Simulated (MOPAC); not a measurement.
Job for MOPAC: PM6 on BH5N2 (SMILES NBN), a point of a torsion scan.

```
PM6 1SCF PRECISE CHARGE=0 THREADS=1
BH5N2

N      1.12668216 1    -0.46487140 1     0.27176153 1
B      0.02717827 1     0.48730309 1     0.25164852 1
N     -1.17466742 1     0.11642288 1     0.84006498 1
H      1.18680292 1    -1.11333410 1    -0.49829736 1
H      2.02251564 1     0.01051713 1     0.28203425 1
H      0.17571881 1     1.62056094 1    -0.04421082 1
H     -1.34448233 1    -0.81905290 1     1.16873233 1
H     -1.98000012 1     0.71307168 1     0.90630093 1
```

Output:

```
*******************************************************************************
 **                                                                           **
 **                              MOPAC v23.2.5                                **
 **                                                                           **
 *******************************************************************************
 ** MOPAC's Digital Object Identifier: https://doi.org/10.5281/zenodo.6511958 **
 **                                                                           **
 ** Please cite the open-source release paper for use of this MOPAC version:  **
 ** J. E. Moussa and J. J. P. Stewart (2026)                                  **
 ** MOPAC: An open-source semiempirical molecular orbital program             **
 ** J. Open Source Softw., 11(119), 8025, https://doi.org/10.21105/joss.08025 **
 *******************************************************************************

                              PM6 CALCULATION RESULTS

 *******************************************************************************
 *  PM6        - The PM6 Hamiltonian to be used
 *
 *
 *
 *                 CHARGE ON SYSTEM = 0
 *
 *
 *
 *  PRECISE    - TIGHTER CRITERIA TO BE USED
 *  1SCF       - DO 1 SCF AND THEN STOP
 *  THREADS=1  - MULTI-THREADING NOT USED
 *  T=         - A TIME OF 172800.0 SECONDS REQUESTED
 *  DUMP=N     - RESTART FILE WRITTEN EVERY 7200.0 SECONDS REQUESTED
 *******************************************************************************
PM6 1SCF PRECISE CHARGE=0 THREADS=1
 BH5N2

   ATOM   CHEMICAL          X               Y               Z
  NUMBER   SYMBOL      (ANGSTROMS)     (ANGSTROMS)     (ANGSTROMS)

     1       N          1.12668216  *  -0.46487140  *   0.27176153  *
     2       B          0.02717827  *   0.48730309  *   0.25164852  *
     3       N         -1.17466742  *   0.11642288  *   0.84006498  *
     4       H          1.18680292  *  -1.11333410  *  -0.49829736  *
     5       H          2.02251564  *   0.01051713  *   0.28203425  *
     6       H          0.17571881  *   1.62056094  *  -0.04421082  *
     7       H         -1.34448233  *  -0.81905290  *   1.16873233  *
     8       H         -1.98000012  *   0.71307168  *   0.90630093  *



          CARTESIAN COORDINATES

    NO.       ATOM           X           Y           Z

     1         N          1.1267     -0.4649      0.2718
     2         B          0.0272      0.4873      0.2516
     3         N         -1.1747      0.1164      0.8401
     4         H          1.1868     -1.1133     -0.4983
     5         H          2.0225      0.0105      0.2820
     6         H          0.1757      1.6206     -0.0442
     7         H         -1.3445     -0.8191      1.1687
     8         H         -1.9800      0.7131      0.9063

 General Reference for PM6:
 "Optimization of Parameters for Semiempirical Methods V: Modification of NDDO Approximations
 and Application to 70 Elements", J. J. P. Stewart, J. Mol. Mod., 13, 1173-1213 (2007)
 URL: https://link.springer.com/article/10.1007/s00894-007-0233-4

           Empirical Formula: H5 N2 B  =     8 atoms



      MOLECULAR POINT GROUP   :   C1


      RHF CALCULATION, NO. OF DOUBLY OCCUPIED LEVELS = 9


 -------------------------------------------------------------------------------
 PM6 1SCF PRECISE CHARGE=0 THREADS=1
 BH5N2



     1SCF WAS SPECIFIED, SO BFGS WAS NOT USED
     SCF FIELD WAS ACHIEVED


                              PM6 CALCULATION
                                                       MOPAC v23.2.5 Linux




          FINAL HEAT OF FORMATION =        -28.89436 KCAL/MOL =    -120.89401 KJ/MOL


          COSMO AREA              =         84.77 SQUARE ANGSTROMS
          COSMO VOLUME            =         65.67 CUBIC ANGSTROMS

          IONIZATION POTENTIAL    =          9.088886 EV
          HOMO LUMO ENERGIES (EV) =         -9.089  1.630
          NO. OF FILLED LEVELS    =          9
          MOLECULAR WEIGHT        =         43.8629         POINT GROUP:  C1

          MOLECULAR DIMENSIONS (Angstroms)

            Atom       Atom       Distance
            H     8    H     5     4.11138
            H     7    H     6     2.85978
            H     4    H     5     1.26110


          SCF CALCULATIONS        =          1





   ATOM   CHEMICAL          X               Y               Z
  NUMBER   SYMBOL      (ANGSTROMS)     (ANGSTROMS)     (ANGSTROMS)

     1       N          1.12668216  *  -0.46487140  *   0.27176153  *
     2       B          0.02717827  *   0.48730309  *   0.25164852  *
     3       N         -1.17466742  *   0.11642288  *   0.84006498  *
     4       H          1.18680292  *  -1.11333410  *  -0.49829736  *
     5       H          2.02251564  *   0.01051713  *   0.28203425  *
     6       H          0.17571881  *   1.62056094  *  -0.04421082  *
     7       H         -1.34448233  *  -0.81905290  *   1.16873233  *
     8       H         -1.98000012  *   0.71307168  *   0.90630093  *

                             CARTESIAN COORDINATES

   1    N        1.126682160    -0.464871400     0.271761530
   2    B        0.027178270     0.487303090     0.251648520
   3    N       -1.174667420     0.116422880     0.840064980
   4    H        1.186802920    -1.113334100    -0.498297360
   5    H        2.022515640     0.010517130     0.282034250
   6    H        0.175718810     1.620560940    -0.044210820
   7    H       -1.344482330    -0.819052900     1.168732330
   8    H       -1.980000120     0.713071680     0.906300930


           Empirical Formula: H5 N2 B  =     8 atoms



      MOLECULAR POINT GROUP   :   C1


                  EIGENVALUES
 -30.68991 -29.85038 -18.37339 -17.58304 -16.17311 -14.03716 -12.57327 -10.74924
  -9.08889   1.63005   2.67879   3.88576   5.07356   6.21896   6.36673   7.16931
   7.42000


              NET ATOMIC CHARGES AND DIPOLE CONTRIBUTIONS

  ATOM NO.   TYPE          CHARGE      No. of ELECS.   s-Pop       p-Pop
    1          N          -0.555539        5.5555     1.55389     4.00165
    2          B           0.028951        2.9710     1.01694     1.95411
    3          N          -0.440378        5.4404     1.44648     3.99390
    4          H           0.225345        0.7747     0.77465
    5          H           0.212525        0.7875     0.78747
    6          H           0.059377        0.9406     0.94062
    7          H           0.232739        0.7673     0.76726
    8          H           0.236980        0.7630     0.76302
 DIPOLE           X         Y         Z       TOTAL
 POINT-CHG.    -0.875     0.226    -0.393     0.986
 HYBRID        -0.164    -0.272    -0.591     0.671
 SUM           -1.040    -0.046    -0.984     1.432


          ATOMIC ORBITAL ELECTRON POPULATIONS

     Atom    s        px        py        pz
    1  N   1.55389   1.16514   1.32309   1.51342
    2  B   1.01694   0.65230   0.81255   0.48926
    3  N   1.44648   1.22550   1.21468   1.55372
    4  H   0.77465
    5  H   0.78747
    6  H   0.94062
    7  H   0.76726
    8  H   0.76302

 **********************
 *                    *
 * JOB ENDED NORMALLY *
 *                    *
 **********************




 == MOPAC DONE ==
```

The run finished.

Cost: about 0.03 core-seconds (a rough figure).
